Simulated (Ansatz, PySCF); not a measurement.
Reaction (SMILES): N[Si](O)(O)O -> [NH2] (NH2) + O[Si](O)O (the N-Si bond at the site shown breaks; other sites are not compared here)
Each molecule is optimised on its own at B3LYP-D3(BJ)/def2-TZVP (Ansatz, a quantum-chemistry and plane-wave program), one conformer each, not searched for the lowest. Frequencies are from Ansatz or PySCF.

Property: bond dissociation energy (enthalpy at 298 K, with B3LYP-D3(BJ) rigid-rotor harmonic-oscillator terms), in kJ/mol. Cores are frozen in the correlated levels unless marked. UHF or UKS for open shells. Spin-orbit coupling is left out. Non-relativistic. Basis-set limits of correlation are two-point, X^-3; Hartree-Fock from the larger set. The bracket is a focal-point correction in the basis named.

```tsv
level	program	bond dissociation energy (kJ/mol)
HF/cc-pwCVTZ	Ansatz	369.4
PBE-D3(BJ)/def2-TZVPD	Ansatz + dftd3	450.6
revPBE-D4/def2-TZVPD	Ansatz + dftd4	439.0
r2SCAN-D4/def2-TZVPD	Ansatz + dftd4	447.8
B3LYP/def2-TZVPD	Ansatz	444.0
PBE0/STO-3G	Ansatz	430.2
PBE0-D4/def2-TZVP	Ansatz + dftd4	465.4
PBE0/def2-TZVPD	Ansatz	454.2
BHLYP-D4/def2-TZVPD	Ansatz + dftd4	460.3
LC-wPBE/def2-TZVPD	Ansatz	464.3
wB97M-V/def2-TZVPD	Ansatz	485.2
PBE-QIDH/def2-TZVPD	Ansatz	476.7
MP2/6-31G	Ansatz	424.5
SCS-MP2/STO-3G	Ansatz	403.1
SCS-MP2/cc-pwCVTZ	Ansatz	491.0
CCSD/aug-cc-pV(D+d)Z	Ansatz	442.2
CCSD(T)/6-31G*	Ansatz	454.1
CCSD(T)/aug-cc-pV(D+d)Z	Ansatz	447.1
CCSD(T)/cc-pV(D+d)Z	Ansatz	450.0
RI-MP2/CBS(aug-cc-pV(T+d)Z,aug-cc-pV(Q+d)Z)+[CCSD(T)-MP2]/aug-cc-pV(D+d)Z	Ansatz	485.8
RI-MP2/CBS(aug-cc-pV(T+d)Z,aug-cc-pV(Q+d)Z)+[CCSD(T)-MP2]/aug-cc-pV(T+d)Z	Ansatz	486.8
```
